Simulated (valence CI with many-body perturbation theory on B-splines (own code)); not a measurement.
**E1 transitions of W IV**

Calculated by relativistic CI+MBPT: three valence electrons over a frozen Dirac-Fock core [Xe] 4f14, radial functions for each j: 9 s, 9 p, 10 d, 8 f, 5 g, 3 h, 1 i, with the one-electron correlation potential Σ1, the two-electron term Σ2, the three-electron term Σ3, Breit, model QED; selected CI, second order for the rest, scaled by the run's own slope (own B-spline code, finite nucleus).

Set against measurement, 58 paired levels are off by 1248 cm⁻¹ on average, the worst by 2882. These come from a selection out of J. Phys. B 45, 035001 (2012). Levels without a partner in it may be off by more, other configurations by 1,000 to 8,000 cm⁻¹. 6 measured levels below the end of the list, from 46088 cm⁻¹ on, found no clear computed partner, and computed levels of the same name lie up to 1334 cm⁻¹ from them.

Lines 101 to 150 of 237 in falling wavelength, among levels below 116356 cm⁻¹, chosen from the strongest by gf and those to the six lowest levels. Wavelengths and rates use the calculated energies, so an error of 1000 cm⁻¹ moves a line at 1338 Å by 1.3 % and its rate by three times that or more. Electric multipoles are in the length gauge, E1 and E2 with the static RPA response of the core. Weak lines are less certain than strong ones. Lines between different terms over intervals too small for the method are left out, as are lines whose strength nearly cancels. Where a level lies close to another of its J and parity, the split of strength between their lines is uncertain. The highest levels of a list are the least certain.

Names give the largest LS component (configuration and term), which can be under half, so a name can repeat, a term be missing and a line seem to break the LS rules; names also repeat where a configuration has a term twice. Letters in brackets count levels of one name in rising energy.

| λ vac (Å) | λ from measured levels | Upper | Lower | A (s⁻¹) | log gf | Branch % |
| --- | --- | --- | --- | --- | --- | --- |
| 1338 | 1343 | 5d²6p ²F°_7/2 [a] | 5d³ ²F_7/2 | 7.00e+07 | -0.82 | 2.8 |
| 1331 | 1335 | 5d²6p ²F°_7/2 [a] | 5d³ ²F_5/2 | 8.57e+07 | -0.74 | 3.4 |
| 1317 | 1332 | 5d²6p ⁴G°_5/2 | 5d³ ⁴P_3/2 [a] | 3.01e+07 | -1.33 | 4.3 |
| 1294 |  | 5d²6p ⁴G°_9/2 [b] | 5d³ ²F_7/2 | 6.32e+07 | -0.80 | 3.6 |
| 1269 | 1280 | 5d²6p ⁴F°_3/2 | 5d³ ⁴P_1/2 | 3.82e+07 | -1.43 | 2.1 |
| 1269 | 1276 | 5d²6p ²F°_5/2 [a] | 5d³ ²F_7/2 | 9.42e+07 | -0.87 | 5.5 |
| 1265 | 1269 | 5d²6p ²G°_7/2 [a] | 5d³ ²F_5/2 | 8.80e+07 | -0.77 | 4.2 |
| 1250 | 1273 | 5d²6p ⁴G°_5/2 | 5d³ ⁴F_7/2 | 4.91e+06 | -2.16 | 0.7 |
| 1245 | 1255 | 5d²6p ⁴F°_3/2 | 5d³ ⁴P_3/2 [a] | 8.19e+07 | -1.12 | 4.6 |
| 1234 |  | 5d²6p ²F°_7/2 [b] | 5d³ ²F_7/2 | 6.72e+07 | -0.91 | 3.6 |
| 1228 |  | 5d²6p ²F°_7/2 [b] | 5d³ ²F_5/2 | 7.51e+07 | -0.87 | 4.1 |
| 1216 | 1226 | 5d²6p ²F°_5/2 [a] | 5d³ ²P_3/2 | 2.13e+08 | -0.55 | 12.3 |
| 1203 | 1209 | 5d²6p ²F°_5/2 [b] | 5d³ ²F_5/2 | 2.08e+08 | -0.57 | 7.4 |
| 1202 | 1223 | 5d²6p ⁴G°_5/2 | 5d³ ⁴F_5/2 | 1.65e+06 | -2.67 | 0.2 |
| 1192 | 1203 | 5d²6p ⁴F°_7/2 | 5d³ ⁴P_5/2 | 1.75e+08 | -0.53 | 9.0 |
| 1178 | 1196 | 5d²6p ⁴G°_7/2 | 5d³ ⁴F_9/2 | 4.20e+07 | -1.16 | 4.8 |
| 1177 | 1186 | 5d²6p ⁴F°_5/2 [a] | 5d³ ⁴P_3/2 [a] | 2.91e+08 | -0.44 | 18.9 |
| 1161 | 1170 | 5d²6p ²F°_5/2 [b] | 5d³ ²P_3/2 | 1.33e+08 | -0.79 | 4.7 |
| 1159 | 1167 | 5d²6p ²F°_7/2 [a] | 5d³ ⁴P_5/2 | 1.26e+08 | -0.69 | 5.1 |
| 1154 | 1172 | 5d²6p ⁴G°_5/2 | 5d³ ⁴F_3/2 | 1.62e+08 | -0.71 | 23.3 |
| 1152 | 1162 | 5d²6p ⁴D°_5/2 [a] | 5d³ ⁴P_5/2 | 1.03e+08 | -0.91 | 3.6 |
| 1152 |  | 5d²6p ²F°_7/2 [b] | 5d³ ²D_5/2 [a] | 3.24e+08 | -0.29 | 17.6 |
| 1143 | 1161 | 5d²6p ⁴G°_7/2 | 5d³ ⁴F_7/2 | 2.52e+07 | -1.40 | 2.9 |
| 1142 | 1154 | 5d²6p ²F°_7/2 [a] | 5d³ ²H_9/2 | 2.21e+08 | -0.46 | 8.9 |
| 1142 | 1158 | 5d²6p ⁴F°_3/2 | 5d³ ⁴F_5/2 | 1.07e+07 | -2.08 | 0.6 |
| 1141 | 1154 | 5d²6p ⁴D°_1/2 [a] | 5d³ ⁴P_1/2 | 2.83e+08 | -0.96 | 10.5 |
| 1139 | 1153 | 5d²6p ⁴D°_3/2 [b] | 5d³ ⁴P_5/2 | 2.44e+08 | -0.72 | 10.2 |
| 1137 | 1148 | 5d²6p ⁴S°_3/2 | 5d³ ²D_5/2 [a] | 2.54e+08 | -0.71 | 11.3 |
| 1132 | 1144 | 5d²6p ²G°_7/2 [b] | 5d³ ²G_9/2 | 8.73e+07 | -0.87 | 2.7 |
| 1130 | 1138 | 5d²6p ²F°_5/2 [b] | 5d³ ²D_5/2 [a] | 1.74e+08 | -0.70 | 6.2 |
| 1125 | 1137 | 5d²6p ⁴D°_5/2 [a] | 5d³ ²G_7/2 | 1.64e+08 | -0.73 | 5.8 |
| 1124 |  | 5d²6p ²D°_3/2 | 5d³ ⁴P_1/2 | 3.13e+08 | -0.63 | 16.5 |
| 1123 | 1133 | 5d²6p ²F°_5/2 [a] | 5d³ ⁴P_3/2 [b] | 1.60e+08 | -0.74 | 9.3 |
| 1123 | 1139 | 5d²6p ⁴F°_5/2 [a] | 5d³ ⁴F_7/2 | 1.73e+05 | -3.71 | 0.0 |
| 1122 | 1133 | 5d²6p ⁴D°_1/2 [a] | 5d³ ⁴P_3/2 [a] | 3.89e+07 | -1.83 | 1.4 |
| 1121 | 1136 | 5d²6p ²H°_9/2 | 5d³ ²H_11/2 | 6.83e+07 | -0.89 | 3.7 |
| 1121 |  | 5d²6p ⁴F°_5/2 [b] | 5d³ ⁴P_3/2 [a] | 9.11e+07 | -0.99 | 5.7 |
| 1120 | 1131 | 5d²6p ⁴D°_5/2 [b] | 5d³ ²P_3/2 | 2.06e+08 | -0.63 | 11.2 |
| 1117 |  | 5d²6p ⁴D°_3/2 [a] | 5d³ ⁴P_1/2 | 1.68e+08 | -0.90 | 7.3 |
| 1106 | 1117 | 5d²6p ²S°_1/2 | 5d³ ⁴P_1/2 | 5.61e+07 | -1.69 | 2.7 |
| 1105 |  | 5d²6p ²D°_3/2 | 5d³ ⁴P_3/2 [a] | 3.03e+08 | -0.65 | 16.0 |
| 1103 | 1120 | 5d²6p ⁴G°_7/2 | 5d³ ⁴F_5/2 | 1.95e+08 | -0.55 | 22.1 |
| 1098 |  | 5d²6p ⁴D°_3/2 [a] | 5d³ ⁴P_3/2 [a] | 3.00e+08 | -0.66 | 13.1 |
| 1098 | 1114 | 5d²6p ⁴G°_9/2 [a] | 5d³ ⁴F_9/2 | 3.57e+08 | -0.19 | 29.5 |
| 1098 | 1112 | 5d²6p ⁴F°_3/2 | 5d³ ⁴F_3/2 | 1.09e+09 | -0.10 | 61.1 |
| 1095 | 1106 | 5d²6p ⁴D°_3/2 [c] | 5d³ ⁴P_3/2 [b] | 5.76e+08 | -0.38 | 33.2 |
| 1093 | 1104 | 5d²6p ⁴D°_3/2 [c] | 5d³ ²P_1/2 | 2.15e+08 | -0.81 | 12.4 |
| 1092 | 1105 | 5d²6p ²G°_7/2 [a] | 5d³ ²H_9/2 | 1.20e+08 | -0.76 | 5.7 |
| 1091 | 1101 | 5d²6p ⁴D°_5/2 [b] | 5d³ ²D_5/2 [a] | 3.15e+08 | -0.47 | 17.2 |
| 1089 | 1102 | 5d²6p ⁴P°_3/2 | 5d³ ²D_5/2 [a] | 2.16e+08 | -0.81 | 10.2 |

How does gf follow from A for the line at 1154 Å?

gf = 1.4992 × (2J+1)_upper × A / σ², with σ = 86667 cm⁻¹ and 2J+1 = 6: gf = 0.194.
